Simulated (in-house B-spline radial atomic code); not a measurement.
## Solving the quasi-particle equation for 2s of the magnesium ion Mg⁸⁺

Configuration [He] 2s2, start PBE. Computed with a B-spline radial code for spherical atoms: all electrons, non-relativistic, point nucleus, each spin shell either full or empty, empty states to l = 9 with an (l + 1/2)⁻⁴ tail; G0W0 by contour deformation at full frequency.

At the mean-field level ε = -308.989 eV the matrix elements are Σx = -48.539 eV, v_xc = -33.942 eV and Σc(ε) = -5.223 eV, and the slope of the correlation self-energy is dΣc/dω = -0.0848. The quasi-particle energy solves E = ε + Σx − v_xc + Σc(E).

What does the linearised equation give?

Z = 1/(1 − dΣc/dω) = 1/1.0848 = 0.9218. The first-order shift is Σx − v_xc + Σc(ε) = -48.539 − (-33.942) + (-5.223) = -19.820 eV, so E ≈ ε + Z × shift = -308.989 + 0.9218 × (-19.820) = -327.259 eV.

How does that compare with the full solution and with static screening?

Solving the equation at full frequency dependence gives E = -327.591 eV, where Σc = -4.005 eV and the weight is 0.951; the linearised value is off by 332 meV. Leaving Z out would give -328.809 eV. Static COHSEX puts -10.329 eV in place of Σc and gives -333.915 eV, 6.32 eV deeper.
